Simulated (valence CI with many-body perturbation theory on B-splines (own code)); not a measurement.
Values are calculated unless marked as measured or tabulated.
Yb21+: input, log and results

Level of theory: valence CI with perturbative core correlation (CI+MBPT): three valence electrons over a frozen Dirac-Fock core [Kr] 4d10, a basis of 8 s, 8 p, 9 d, 9 f, 6 g, 3 h, 2 i functions for each j, with the one-electron correlation potential Σ1 (screened to all orders), the two-electron term Σ2, the three-electron term Σ3, Breit, model QED; selected single and double excitations, second order for the rest (own B-spline code, finite nucleus).

Command, and the settings that its task file holds:

```sh
python run_cv.py task.json out
```

```
atom Yb  Z=70  mass_number=174  rms_radius_fm=5.3108
core [Kr] 4d10
valence 4f3
avg = 1
basis = L
breit = 1
cap = 40000
capref = 1200
cscale = 1
de = 0.0
dress = 0
eps = 2e-08
h = 0.27
hh = 1
l2 = 3
lcore = 6
maxit = 60
n2 = 5
natural = 1
nlev = 60
nno = [5, 5, 6, 7, 5, 3, 2]
nroot = 26
nsp = [3, 3, 3, 2, 1, 0, 0]
pt2 = 1
qed = 1
rpa = 1
s1 = 1
s2 = 1
s3 = 1
screen = 1
tol = 2e-05
```

(1) Roughly how long does this run take on one core of Arm Neoverse V1, and how much memory?

Log. The first blocks belong to the next ion, which gives the ionisation energy. Fields: 2J, parity (1 odd), roots, reference size, generating configurations, candidates as configurations/state functions, variational space P, stored matrix elements, Davidson steps; e2 is the range of second-order energies in hartree. The first line gives the box (bohr), its intervals, the orbitals and the steps of their self-consistent field. Window is the range of levels sought, series limit the energy at which the first omitted orbital would enter, core excitation an estimate of the first excitation out of the core, left out the lowest levels not solved, and shifts from estimates the range by which levels moved from their first estimate, all in cm⁻¹.

```
rmax 6.8 intervals 60 orbitals 82 references ['4f3', '4f2 5s', '4f2 5p', '4f 5s2', '4f 5s 5p'] scf 4 t 1.4
2J=8 par=0 roots 2 ref 30 generators 3 cand 1186/1186 P 746/746 nnz 0 it 0
2J=8 par=0 roots 2 ref 30 generators 6 cand 470/470 P 962/962 nnz 0 it 0
   second order: generators 10 cand 254/254 e2 -0.00000 -0.00000
2J=4 par=0 roots 2 ref 45 generators 3 cand 1145/1145 P 843/843 nnz 0 it 0
2J=4 par=0 roots 2 ref 45 generators 6 cand 347/347 P 1028/1028 nnz 0 it 0
   second order: generators 9 cand 162/162 e2 -0.00000 -0.00000
2J=10 par=0 roots 2 ref 15 generators 2 cand 937/937 P 605/605 nnz 0 it 0
2J=10 par=0 roots 2 ref 15 generators 7 cand 347/347 P 758/758 nnz 0 it 0
   second order: generators 13 cand 194/194 e2 -0.00000 -0.00000
reference levels 689, estimated 77, window 586713 1/cm; series limit 2900283, core excitation 1441993
2J=9 par=1 roots 8 ref 62 generators 7 cand 3841/11697 P 2215/7997 nnz 1.6e+07 it 5
2J=9 par=1 roots 8 ref 62 generators 10 cand 5190/15298 P 3040/10550 nnz 2.6e+07 it 6
   second order: generators 16 cand 12288/40557 e2 -0.00003 -0.00000
2J=11 par=1 roots 6 ref 46 generators 7 cand 4554/12860 P 2070/7341 nnz 1.4e+07 it 4
2J=11 par=1 roots 6 ref 46 generators 7 cand 3169/8064 P 2739/9355 nnz 2.1e+07 it 4
   second order: generators 12 cand 7567/23179 e2 -0.00003 -0.00000
2J=13 par=1 roots 4 ref 27 generators 6 cand 3533/9373 P 2035/6059 nnz 8.9e+06 it 5
2J=13 par=1 roots 4 ref 27 generators 7 cand 3689/10425 P 2715/7878 nnz 1.4e+07 it 5
   second order: generators 10 cand 6286/19178 e2 -0.00002 -0.00000
2J=3 par=1 roots 7 ref 57 generators 9 cand 4900/11284 P 2433/6371 nnz 9.2e+06 it 5
2J=3 par=1 roots 7 ref 57 generators 11 cand 4844/11417 P 3281/8363 nnz 1.5e+07 it 5
   second order: generators 14 cand 8007/19899 e2 -0.00003 -0.00001
2J=15 par=1 roots 3 ref 16 generators 3 cand 1427/3723 P 1303/3971 nnz 4.5e+06 it 5
2J=15 par=1 roots 3 ref 16 generators 3 cand 938/2265 P 1628/4921 nnz 6.9e+06 it 6
   second order: generators 3 cand 613/1315 e2 -0.00000 -0.00000
2J=5 par=1 roots 8 ref 70 generators 8 cand 5533/15230 P 2403/8000 nnz 1.5e+07 it 5
2J=5 par=1 roots 8 ref 70 generators 10 cand 5391/15279 P 3307/10623 nnz 2.4e+07 it 5
   second order: generators 16 cand 9970/29241 e2 -0.00004 -0.00000
2J=7 par=1 roots 8 ref 72 generators 8 cand 5589/16575 P 2130/7996 nnz 1.6e+07 it 5
...
2J=5 par=0 roots 4 ref 59 generators 7 cand 5477/16643 P 3268/9887 nnz 1.9e+07 it 7
   second order: generators 16 cand 11390/35916 e2 -0.00003 -0.00002
2J=13 par=0 roots 2 ref 18 generators 2 cand 2356/7225 P 1603/4110 nnz 4.1e+06 it 4
2J=13 par=0 roots 2 ref 18 generators 5 cand 5183/15626 P 2279/6189 nnz 8.9e+06 it 5
   second order: generators 9 cand 8708/26793 e2 -0.00003 -0.00001
2J=1 par=0 roots 3 ref 29 generators 3 cand 2078/3447 P 2118/3425 nnz 2.4e+06 it 4
2J=1 par=0 roots 3 ref 29 generators 9 cand 3909/6309 P 2969/4903 nnz 4.5e+06 it 5
   second order: generators 16 cand 8625/14149 e2 -0.00002 -0.00001
left out: unestimated 852447, estimated 827913, shifts from estimates -9 to 40
operators 5.6
```

The Davidson iterations converged.

No measured levels were compared; by estimate terms of the open shell hold to a few per cent of their energy, and close levels can change places. Core correlation moves these levels by up to 44000 cm⁻¹, and in measured spectra 5 to 20 % of such shifts remained as error; rates that hang on mixing are uncertain with them.

| Property | Result |
| --- | --- |
| Valence energy | -68.1472 hartree |
| Ionisation energy | 574.95 eV (NIST: 580 ± 30 eV (theoretical)) |
| Reference configurations for the orbitals | 4f3, 4f2 5s, 4f2 5p, 4f 5s2, 4f 5s 5p |
| Radial orbitals | 82 |
| Box radius | 6.788 bohr |
| Largest variational space | 11314 |
| Lowest levels | 4f3 4I°_9/2 0.0, 4f3 4I°_11/2 12361, 4f3 4I°_13/2 23648, 4f3 4F°_3/2 29790, 4f3 4I°_15/2 33961, 4f3 2H°_9/2 [a] 34325, 4f3 4F°_5/2 38004, 4f3 4S°_3/2 41729, 4f3 4F°_7/2 42102, 4f3 4G°_5/2 46171, 4f3 4F°_9/2 50947, 4f3 4G°_7/2 51016, 4f3 2H°_11/2 [a] 53076, 4f3 2K°_13/2 55321 cm⁻¹ |

Names give the largest LS component (configuration and term), which can be under half, so a name can repeat, a term be missing and a line seem to break the LS rules; names also repeat where a configuration has a term twice. Letters in brackets count levels of one name in rising energy.

Answers

(1) 2.8 min on 1 thread of Arm Neoverse V1, on a shared host, peak memory 0.69 GiB.
